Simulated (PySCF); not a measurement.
Compound: i-PeOMe, C₆H₁₄O.
SMILES with atom numbers: `[CH3:1][O:2][CH2:3][CH2:4][CH:5]([CH3:6])[CH3:7]` (hydrogens: H8, H9, H10 on C1; H11, H12 on C3; H13, H14 on C4; H15 on C5; H16, H17, H18 on C6; H19, H20, H21 on C7)

The same species was optimised twice, with GFN2-xTB and with PBE0-D3(BJ)/def2-SVP (PySCF), and the same property calculations (PySCF, gas phase) were run on both structures.

```json
{"coordinate": "O2–C3 (Å)", "GFN2-xTB": "1.411", "PBE0-D3(BJ)/def2-SVP": "1.398", "change": "-0.013"}
{"coordinate": "C3–C4 (Å)", "GFN2-xTB": "1.525", "PBE0-D3(BJ)/def2-SVP": "1.513", "change": "-0.012"}
{"coordinate": "C1–O2 (Å)", "GFN2-xTB": "1.400", "PBE0-D3(BJ)/def2-SVP": "1.390", "change": "-0.010"}
{"coordinate": "C5–C7 (Å)", "GFN2-xTB": "1.528", "PBE0-D3(BJ)/def2-SVP": "1.524", "change": "-0.004"}
{"coordinate": "C4–C5 (Å)", "GFN2-xTB": "1.533", "PBE0-D3(BJ)/def2-SVP": "1.530", "change": "-0.003"}
{"coordinate": "C5–C6 (Å)", "GFN2-xTB": "1.527", "PBE0-D3(BJ)/def2-SVP": "1.524", "change": "-0.003"}
{"coordinate": "C3–C4–C5 (°)", "GFN2-xTB": "113.4", "PBE0-D3(BJ)/def2-SVP": "115.0", "change": "+1.6"}
{"coordinate": "C6–C5–C7 (°)", "GFN2-xTB": "109.8", "PBE0-D3(BJ)/def2-SVP": "111.0", "change": "+1.2"}
{"coordinate": "C4–C5–C6 (°)", "GFN2-xTB": "111.7", "PBE0-D3(BJ)/def2-SVP": "112.5", "change": "+0.8"}
{"coordinate": "C1–O2–C3 (°)", "GFN2-xTB": "113.1", "PBE0-D3(BJ)/def2-SVP": "113.6", "change": "+0.5"}
{"coordinate": "C4–C5–C7 (°)", "GFN2-xTB": "109.8", "PBE0-D3(BJ)/def2-SVP": "110.3", "change": "+0.5"}
{"coordinate": "O2–C3–C4 (°)", "GFN2-xTB": "109.0", "PBE0-D3(BJ)/def2-SVP": "109.3", "change": "+0.3"}
{"coordinate": "C1–O2–C3–C4 (°)", "GFN2-xTB": "179", "PBE0-D3(BJ)/def2-SVP": "179", "change": "0"}
{"coordinate": "O2–C3–C4–C5 (°)", "GFN2-xTB": "-64", "PBE0-D3(BJ)/def2-SVP": "-57", "change": "+7"}
{"coordinate": "C3–C4–C5–C6 (°)", "GFN2-xTB": "-72", "PBE0-D3(BJ)/def2-SVP": "-60", "change": "+12"}
```

Rotational constants: A = 5031, B = 1236, C = 1175 MHz (GFN2-xTB) against A = 5105, B = 1271, C = 1192 MHz (PBE0-D3(BJ)/def2-SVP). Point groups within 0.08 Å: C1 and C1.

On the GFN2-xTB structure: HOMO (eV) -7.29 [PBE0/pcSseg-1]; LUMO (eV) 1.48 [PBE0/pcSseg-1]; dipole (D) 1.17 [PBE0/pcSseg-1]; GIAO shielding of C1 (ppm) 125.4 [PBE0/pcSseg-1]; GIAO shielding of O2 (ppm) 310.1 [PBE0/pcSseg-1]; GIAO shielding of C3 (ppm) 113.4 [PBE0/pcSseg-1]; GIAO shielding of C4 (ppm) 143.5 [PBE0/pcSseg-1]; GIAO shielding of C5 (ppm) 160.5 [PBE0/pcSseg-1]; GIAO shielding of C6/C7 (mean) (ppm) 162.6 [PBE0/pcSseg-1].

Q: What do these properties become on the PBE0-D3(BJ)/def2-SVP structure?

A: 
| property | level | on GFN2-xTB | on PBE0-D3(BJ)/def2-SVP | change |
| --- | --- | --- | --- | --- |
| HOMO (eV) | PBE0/pcSseg-1 | -7.29 | -7.32 | -0.03 |
| LUMO (eV) | PBE0/pcSseg-1 | 1.48 | 1.42 | -0.06 |
| dipole (D) | PBE0/pcSseg-1 | 1.17 | 1.11 | -0.06 |
| energy, GFN2-xTB geometry as zero (kcal/mol) | PBE0/pcSseg-1 | 0.0 | -0.5 | -0.5 |
| GIAO shielding of C1 (ppm) | PBE0/pcSseg-1 | 125.4 | 125.0 | -0.4 |
| GIAO shielding of O2 (ppm) | PBE0/pcSseg-1 | 310.1 | 314.0 | +3.9 |
| GIAO shielding of C3 (ppm) | PBE0/pcSseg-1 | 113.4 | 114.0 | +0.6 |
| GIAO shielding of C4 (ppm) | PBE0/pcSseg-1 | 143.5 | 143.7 | +0.2 |
| GIAO shielding of C5 (ppm) | PBE0/pcSseg-1 | 160.5 | 160.2 | -0.3 |
| GIAO shielding of C6/C7 (mean) (ppm) | PBE0/pcSseg-1 | 162.6 | 161.5 | -1.1 |

The heavy atoms differ by 0.137 Å rms after alignment. Among bonds between heavy atoms O2–C3 and C3–C4 change most and about equally (-0.013 to -0.012 Å). Changes are differences of the printed values. Neither structure is proved a minimum here.

The values belong to the conformer `[CH3:1][O:2][CH2:3][CH2:4][CH:5]([CH3:6])[CH3:7]`: C1–O2–C3–C4 179°, O2–C3–C4–C5 -57°, C3–C4–C5–C6 -60°.
